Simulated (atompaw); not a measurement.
What the settings do to the PAW (atompaw) potential of V

Base potential:

* Element: V
* Generator: atompaw 4.2.0.5
* Type: PAW
* Functional: PBE
* Relativity: scalar-relativistic
* Frozen core: [Ar]
* Valence charge: 5
* Reference configuration: 3d3 4s2 4p0
* Partial waves: 4s (bound): rc 3.00 bohr; 4s channel at 1.7 Ry: rc 3.00 bohr; 4p (bound, empty): rc 2.50 bohr; 4p channel at 3.4 Ry: rc 3.00 bohr; 3d (bound): rc 1.55 bohr; 3d channel at -0.05 Ry: rc 1.55 bohr
* Local potential: bessel scheme, radius 2.95 bohr
* Core correction: smooth core density matched at 2.65 bohr
* Augmentation charge: sinc compensation charge, radius 2.45 bohr; PAW radius 3.00 bohr; waves and projectors: custom polynom2 7 10 vanderbiltortho

All-electron outer shells of the reference configuration (PBE, scalar-relativistic, ld1.x):

```csv
shell,level (eV),outermost node (bohr),outermost maximum (bohr)
3s,-70.24,0.38,0.82
3p,-44.04,0.35,0.84
3d,-5.16,–,0.90
4s,-4.70,1.17,2.76
4p,-1.44,1.30,3.63
```

Cutoffs, loose and tight: the cutoffs (Ry, on a coarse ladder) from which the occupation-weighted sum of valence levels, in a spherical-Bessel basis at the reference potential, stays within 10 and 1 mRy of its value at 400 Ry. They see the waves, projectors and local potential, not the compensation charge or the core. A dash means not determined.

| change | outcome | cutoff, loose | cutoff, tight | bound ghosts |
| --- | --- | --- | --- | --- |
| base | generated | 30 Ry | 230 Ry | none |
| augmentation sinc compensation charge, radius 2.45 bohr; PAW radius 3.00 bohr; waves and projectors: custom polynom vanderbiltortho | generated | 40 Ry | 70 Ry | none |
| local potential bessel scheme, radius 2.64 bohr | generated | 30 Ry | 230 Ry | none |
| core correction smooth core density matched at 2.02 bohr | generated | 30 Ry | 230 Ry | none |
| wave 3d channel at -0.05 Ry: rc 1.55 bohr becomes 3d channel at 1.76 Ry: rc 1.55 bohr | generated | 30 Ry | 230 Ry | none |
| core [Ne] 3s2, valence charge 11; reference 3p6 3d3 4s2 4p0; waves now 4s (bound): rc 2.75 bohr; 4s channel at 1.2 Ry: rc 2.75 bohr; 3p (bound): rc 1.55 bohr; 4p (bound): rc 2.75 bohr; 3d (bound): rc 2.75 bohr; 3d channel at 3.3 Ry: rc 2.75 bohr; local potential bessel scheme, radius 2.50 bohr; core correction smooth core density matched at 2.55 bohr; augmentation sinc compensation charge, radius 2.00 bohr; PAW radius 2.75 bohr; waves and projectors: custom polynom2 7 10 vanderbiltortho | generated | 30 Ry | 160 Ry | none |
| wave 4p (bound): rc 2.50 bohr becomes 4p (bound): rc 2.22 bohr | generated | 30 Ry | 230 Ry | none |

Problem. What comes out with this change to the base: all radii scaled by about 0.77 (s 2.32, p 1.94, d 1.20 bohr); local potential bessel scheme, radius 2.28 bohr; augmentation sinc compensation charge, radius 1.90 bohr; PAW radius 2.32 bohr; waves and projectors: custom polynom2 7 10 vanderbiltortho; core correction smooth core density matched at 2.06 bohr?

Solution. outcome: generated; cutoff, loose: over 300 Ry; cutoff, tight: over 300 Ry; bound ghosts: none.

Problem. What comes out with this change to the base: reference 3d3 4s0.5 4p0?

Solution. outcome: generated; cutoff, loose: 35 Ry; cutoff, tight: 230 Ry; bound ghosts: none.
